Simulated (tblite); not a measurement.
Compound: C7H9ClO.
Cartesian coordinates in Å at the GFN2-xTB level; atoms count from 1:
```xyz
18
C7H9ClO angstrom
C     -2.4302    0.9148    0.0690
C     -1.1946    0.9895   -0.3979
C     -0.1553   -0.0546   -0.2729
C     -0.5649   -1.3469    0.3871
C      0.9022   -0.0916   -1.3247
C      1.2567    0.5173    0.0125
C      2.1564   -0.2074    0.8945
O      2.4310   -1.3643    0.9094
Cl     2.9009    0.8796    2.0950
H     -2.8006    0.0587    0.6046
H     -3.1276    1.7218   -0.0745
H     -0.8789    1.8789   -0.9286
H     -0.9292   -1.1656    1.3963
H     -1.3577   -1.8154   -0.1930
H      0.2738   -2.0342    0.4430
H      0.8387    0.5798   -2.1676
H      1.3499   -1.0480   -1.5478
H      1.3206    1.5939    0.0839
```

Computed values, GFN2-xTB/tblite, gas phase, harmonic and unscaled. This tight-binding method is rough: wavenumbers can miss measured ones by several per cent, in bad cases by 10 to 20. One conformer, not necessarily the lowest.

Harmonic wavenumbers (cm⁻¹): 46.2, 72.9, 140.9, 156.8, 231.6, 274.3, 291.7, 317.1, 381.0, 388.7, 448.9, 469.6, 615.0, 668.3, 719.2, 743.3, 840.3, 887.9, 898.4, 932.6, 970.7, 992.7, 1019.3, 1039.3, 1063.0, 1079.8, 1086.0, 1118.4, 1247.2, 1291.7, 1326.9, 1372.9, 1407.6, 1414.7, 1449.1, 1489.6, 1494.8, 1697.2, 1807.5, 3028.8, 3034.1, 3050.2, 3066.1, 3077.1, 3089.7, 3110.6, 3118.0, 3143.1.

A = 2446, B = 810.6, C = 738.0 MHz; mass 144.034 u (most abundant isotopes); point group C1, symmetry number 1.

Task: Zero-point energy?

Result: Half the sum of the wavenumbers: 30805 cm⁻¹ = 368.51 kJ/mol.

Task: Give the ideal-gas entropy at 200 K and 1 bar in the rigid-rotor, harmonic-oscillator model (classical rotation).

Result: Translation 162.54, rotation 119.60, vibration 72.17: S = 354.3 J/(mol K).

Task: And Cp and H(200 K) − H(0)?

Result: Cp = 115.85 J/(mol K), of which vibrations give 82.59 (their classical limit is 48 R = 399.1); H(200 K) − H(0) = 14.69 kJ/mol without the zero-point energy, 8.04 from vibrations.

Task: What must be added to the electronic energy to get the Gibbs energy at 200 K and 1 bar?

Result: ZPE + [H(200 K) − H(0)] − T·S = 368.51 + 14.69 − 70.86 = 312.34 kJ/mol.

Task: Which modes carry the vibrational entropy at 200 K?

Result: 46.2 cm⁻¹: 17.51; 72.9 cm⁻¹: 13.78; 140.9 cm⁻¹: 8.55; 156.8 cm⁻¹: 7.74; 231.6 cm⁻¹: 4.97; 274.3 cm⁻¹: 3.89 J/(mol K); the other 42 give 15.74 together.

Task: Blend soft modes into free rotors: weight 1/[1 + (100 cm⁻¹/ν̃)⁴] for the oscillator and the rest for a rotor with moment μB/(μ + B), μ = h/(8π²ν), B = 10⁻⁴⁴ kg m². What vibrational entropy results?

Result: 66.99 J/(mol K) in place of 72.17, which changes −T·S at 200 K by +1.04 kJ/mol.

Task: How do the functions run with temperature in this model?

Result: 
```
 T (K)  S (J/(mol K))  Cp (J/(mol K))  H − H(0) (kJ/mol)  G − H(0) (kJ/mol)  ln q(vib)
   150          324.1            95.4               9.41             -39.20       2.65
   250          382.4           136.6              21.00             -74.60       5.06
298.15          408.2           156.8              28.06             -93.63       6.24
   400          460.0           197.1              46.13            -137.87       8.75
   600          552.3           258.1              92.05            -239.31      13.64
   900          668.7           315.2             178.79            -423.06      20.59
```

q(vib) and H(0) count from the zero-point level.

Hindered rotation and anharmonicity are outside this model. Other conformers, if any are populated, would add a mixing term that is left out. The structure is chiral; the term R ln 2 for an equal mix with its mirror image is left out.
